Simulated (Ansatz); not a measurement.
Geometry optimisation, RKS PBE/def2-SVP (Ansatz 0.2.0).

Input file:

```yaml
crystal:
  periodic: [false, false, false]
  atoms:
    - { symbol: W, position_ang: [-0.531393, 0.184784, -0.23205] }
    - { symbol: F, position_ang: [1.701784, 0.186445, 1.826598] }
    - { symbol: H, position_ang: [1.595279, -0.702475, 1.553119] }
    - { symbol: H, position_ang: [0.047759, 1.786346, -0.073925] }
    - { symbol: Cl, position_ang: [-2.718842, -0.176908, -0.288235] }
    - { symbol: H, position_ang: [0.541365, -1.132722, 0.027891] }
    - { symbol: H, position_ang: [-0.366351, -0.14547, -1.873898] }
basis:
  gaussian: { orbitals: def2-SVP }
hamiltonian:
  xc: pbe
relax:
  f_tol: 0.03
  max_steps: 50
```

Run as:

```bash
$ ansatz run input.yaml --threads 1 --pin off --max-ram 2048MiB --backend cpu --events-out ev --progress --plain --runs-dir out
```

Task: Where does it end, and by what steps?

Result: The forces met the threshold. After 19 steps the energy has fallen by 2.401 eV; H3 moved furthest, 1.46 Å. Parted: F2–H3 (0.94 → 2.24 Å). Joined: W1–F2 (3.04 → 1.87 Å), W1–H3 (2.91 → 1.74 Å).

| step | energy less start (eV) | largest force component (eV/Å) | accepted |
| --- | --- | --- | --- |
| 0 | 0.0000 | 0.475 | yes |
| 1 | -0.1479 | 0.324 | yes |
| 2 | -0.3384 | 0.506 | yes |
| 3 | -0.4244 | 0.899 | yes |
| 4 | -0.4736 | 1.097 | yes |
| 5 | -0.5348 | 0.587 | yes |
| 6 | -0.6600 | 0.655 | yes |
| 7 | -0.8866 | 1.765 | yes |
| 8 | -1.4857 | 1.371 | yes |
| 9 | -2.0013 | 1.156 | yes |
| 10 | -2.2300 | 0.808 | yes |
| 11 | -2.2951 | 0.840 | yes |
| 12 | -2.3528 | 0.411 | yes |
| 13 | -2.3475 | 0.884 | no |
| 14 | -2.3804 | 0.109 | yes |
| 15 | -2.3937 | 0.093 | yes |
| 16 | -2.3967 | 0.063 | yes |
| 17 | -2.3995 | 0.041 | yes |
| 18 | -2.4007 | 0.038 | yes |
| 19 | -2.4008 | 0.017 | yes |

```xyz
7
Properties=species:S:1:pos:R:3
W -0.116 0.157 0.147
F 1.427 0.717 1.049
H 0.283 -1.206 1.154
H -0.129 1.908 -0.017
Cl -2.325 -0.223 0.145
H 0.807 -1.296 -0.069
H 0.323 -0.057 -1.470
```

Whether the end is a true minimum wasn't checked by a vibrational analysis.

The run took 65 s on 1 thread of Arm Neoverse V2, with other jobs on the host, peak memory 0.15 GiB.
